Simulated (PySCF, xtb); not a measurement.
MgClI, SMILES [Cl][Mg][I].

xtb with GFN2-xTB at its own geometry gives an orbital gap of 3.11 eV and a dipole moment of 3.88 D.

Geometry optimised at PBE-D3(BJ)/def2-TZVP. The def2 effective core potentials stand for the cores of I; spin–orbit coupling is left out.

Q: What does M06-2X/def2-TZVPD (PySCF) give? (An estimate is asked for; the answer gives what the named calculation found.)

A: gap 7.44 eV (levels -9.02 and -1.57 eV), dipole 0.49 D.
